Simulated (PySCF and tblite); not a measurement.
Results of a calculation; reference values are marked as such.
C7H10, numbered as in [CH:1]#[C:2][CH:3]1[CH2:4][CH2:5][CH2:6][CH2:7]1.

Classical Langevin dynamics with GFN2-xTB (tblite), gas phase: time step 1.5 fs, H mass 4 u, friction 0.005 fs⁻¹, 400 steps to settle and 5000 to sample, one trajectory a temperature from the lowest conformer.

GIAO shieldings at KT2/pcSseg-1 (PySCF) on 8 frames a temperature; like atoms are averaged, and of two unlike H on one atom a is the less shielded at the minimum.

**Question.** How far do thermal motions move the shieldings from their values at the minimum?

**Answer.** 
```csv
signal,σ at minimum (ppm),"Δσ, 100 K","Δσ, 300 K","Δσ, 500 K"
C1,120.9,-1.2 ± 0.2,-5.2 ± 1.3,-4.4 ± 2.5
C2,96.6,-0.1 ± 0.7,-1.2 ± 1.2,-1.4 ± 1.8
C3,155.3,-1.9 ± 1.0,-5.2 ± 1.0,-6.0 ± 1.9
C4/C7,145.8,0.1 ± 0.6,-1.1 ± 1.5,-1.0 ± 1.1
C5/C6,153.5,0.0 ± 0.6,1.5 ± 1.0,-1.7 ± 1.6
H1,30.02,-0.30 ± 0.15,-0.73 ± 0.35,-0.36 ± 0.34
H3,28.60,0.04 ± 0.09,-0.47 ± 0.33,-0.39 ± 0.44
H4a/H7a,29.50,-0.02 ± 0.13,0.11 ± 0.23,-0.33 ± 0.21
H4b/H7b,29.69,0.08 ± 0.09,0.18 ± 0.17,-0.37 ± 0.17
H5b/H6b,30.06,-0.16 ± 0.12,-0.28 ± 0.12,-0.75 ± 0.28
H5a/H6a,29.76,-0.10 ± 0.12,-0.59 ± 0.23,-0.53 ± 0.23
```

Errors are standard errors over frames. Zero-point motion is missing, and a reference compound would move too.

**Question.** What do the single frames at 500 K give for C4/C7?

**Answer.** 
```csv
t (fs),"V above the minimum, tight binding (kcal/mol)","E above it, DFT (kcal/mol)",torsions (°),σ (ppm)
1068,15.0,15.0,none,145.3
2006,29.8,28.7,none,143.8
2943,17.8,16.8,none,144.9
3880,19.8,21.1,none,150.8
4820,18.4,19.7,none,143.3
5757,23.8,21.6,none,140.2
6694,33.9,30.4,none,143.5
7632,29.6,30.3,none,146.1
```

Changes within two standard errors are not significant.

The study took 24 min on 1 thread of Arm Neoverse N1, on a host shared with other jobs (rough), peak memory 0.63 GiB, launched as `OMP_NUM_THREADS=1 python ens_run.py task.json out`.
